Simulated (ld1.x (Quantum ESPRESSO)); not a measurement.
# tin, TM: configuration errors across variants

ld1.x (Quantum ESPRESSO) 7.5 input, shortened:

```
&input
   title='Sn', zed=50., rel=2, dft='PZ', iswitch=3,
   config='[Kr] 4d10 5s2 5p1', rel_dist='average'
 /
 &inputp
   pseudotype=2, tm=.true., lloc=2,
   nlcc=.true., rcore=1.05
 /
3
5S  1  0   2.00   0.00  2.05  2.05  0.0
5P  2  1   1.00   0.00  2.55  2.55  0.0
4D  3  2  10.00   0.00  1.40  1.40  0.0
 &test
   configts(1)='4d10 5s2 5p1'
 /
```

Open shells are filled in proportion to 2j + 1 (rel_dist='average').

All-electron excitation energies from the reference (eV): (1) 4d10 5s2 5p2 -7.112; (2) 4d10 5s2 5p0 14.283; (3) 4d10 5s1 5p0 45.732; (4) 4d10 5s1 5p2 7.714; (5) 4d10 5s1 5p3 -0.057; (6) 4d10 5s2 5p1.5 -4.389; (7) 4d9 5s2 5p3 17.205.

3 further variants failed, have other tests or another functional or relativity, and are left out.

A true bound ghost makes a file unfit for plane-wave use even where its test errors are small: the radial tests pick states by their node count and pass the ghost by.

The file “base” misses its own reference levels by 0.6 eV. The file “wave 5p (bound): rc 2.55 bohr becomes 5p (bound): rc 3.44 bohr” misses its own reference levels by 0.6 eV. The file “wave 5s (bound): rc 2.05 bohr becomes 5s (bound): rc 2.18 bohr” misses its own reference levels by 0.6 eV. The file “wave 4d (bound): rc 1.40 bohr becomes 4d (bound): rc 1.12 bohr” misses its own reference levels by 0.6 eV. The file “all radii but the core radius scaled by about 0.90 (s 1.84, p 2.28, d 1.26 bohr)” misses its own reference levels by 0.6 eV.

Errors AE − PS in meV (a dash: test not solved or not reliable):

```tsv
change	(1)	(2)	(3)	(4)	(5)	(6)	(7)	bound ghosts
base	+0.3	-0.2	-5.8	-1.4	-2.0	0.0	-272	s, p3/2, p1/2
wave 5p (bound): rc 2.55 bohr becomes 5p (bound): rc 3.44 bohr	-2.1	-12	-45	+9.3	+3.6	-0.9	-168	s, p3/2, p1/2
wave 5s (bound): rc 2.05 bohr becomes 5s (bound): rc 2.18 bohr	+0.2	-0.3	-5.9	-2.0	-2.8	-0.1	-270	s, p3/2, p1/2
local potential the s channel	+0.6	-0.7	-10	-1.6	-2.2	+0.1	-407	none
wave 4d (bound): rc 1.40 bohr becomes 4d (bound): rc 1.12 bohr	+0.5	-0.1	-5.5	-1.3	-1.9	+0.1	-268	s, p3/2, p1/2
type PAW; waves now 5s (bound): rcut 1.80, rcutus 2.05 bohr; 5s channel at -0.8 Ry: rcut 1.80, rcutus 2.05 bohr; 5p (bound): rcut 2.20, rcutus 2.55 bohr; 5p channel at -0.1 Ry: rcut 2.20, rcutus 2.55 bohr; 4d (bound): rcut 1.20, rcutus 1.40 bohr; 4d channel at 2.6 Ry: rcut 1.20, rcutus 1.40 bohr; local potential all-electron potential smoothed inside 1.85 bohr (lloc = -1); augmentation BESSEL, radius 1.15 bohr	+1.2	+4.0	+6.0	+0.3	+3.2	+0.4	+20	not determined
all radii but the core radius scaled by about 0.90 (s 1.84, p 2.28, d 1.26 bohr)	+0.3	-0.1	-4.1	-2.1	-2.9	0.0	-276	s, p3/2, p1/2
```

(1) Give the same row for: core correction a·sin(br)/r model core inside 1.64 bohr.

Answers

(1) +0.4, -0.1, -3.7, -1.1, -1.8, +0.1, -243; bound ghosts: s, p3/2, p1/2.
